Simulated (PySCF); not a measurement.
# NMR parameters of Ge(CN)2H2

Ge(CN)2H2, C2H2GeN2, point group C2v.

Geometry (Å), atoms numbered from 1 in this order:
```xyz
7

Ge   -0.500    0.013   -0.355
C    -0.447   -0.016    1.560
N    -0.454   -0.027    2.719
C     1.324   -0.012   -0.940
N     2.417   -0.026   -1.323
H    -1.146    1.317   -0.811
H    -1.194   -1.250   -0.850
```

GIAO calculations in PySCF on the PBE0-D3(BJ)/def2-SVP structure: isolated species, non-relativistic, equivalent atoms averaged; basis pcSseg-1 (pcSseg-2 on Ge).

Task: Give the isotropic shieldings (ppm) with B3LYP, PBE, PBE0.

Result: 
```tsv
atoms	environment	B3LYP	PBE	PBE0
Ge1	germanium bonded to 2 C, 2 H	1567	1555	1598
N3/N5	nitrile nitrogen	-115.8	-108.1	-113.3
C2/C4	nitrile carbon	63.3	68.3	66.4
H6/H7	hydrogen on a germanium bonded to 2 C	26.67	26.36	26.51
HOMO–LUMO gap (eV)	–	8.43	6.60	8.90
```

Task: And the chemical shifts, against references computed in the same way?

Result: 
```
atoms  nucleus, reference  B3LYP    PBE   PBE0
N3/N5            15N, NH3  379.4  373.2  379.0
C2/C4            13C, TMS  115.9  111.8  118.0
H6/H7             1H, TMS   4.72   4.84   4.76
```

Task: Which part of the shielding of Ge1 depends on the functional?

Result: Diamagnetic: B3LYP 2757, PBE 2758, PBE0 2758 ppm; paramagnetic: B3LYP -1190, PBE -1203, PBE0 -1159 ppm. The diamagnetic part, set mainly by inner electrons, hardly moves; the paramagnetic part goes with low-lying magnetically allowed excitations and carries the spread.

Task: What couplings does PBE/pcJ-1 (pcSseg-1 on Ge) give?

Result: 1J(C2,N3) = -4.0, 2J(H6,H7) = 14.6, 2J(C2,H6) = 9.4, 2J(C2,C4) = 3.3 Hz (averaged over equivalent pairs; isotopes 13C, 15N, 1H).

Relativistic effects, spin–orbit coupling among them, are left out; they matter for Ge and for the light atoms bonded to it. Experimental scales use liquid or dissolved standards, which lie at an offset from isolated NH3 (liquid NH3: subtract about 20 ppm). Unscaled 15N shifts of sp2 nitrogen come out 20 to 40 ppm too high even then.
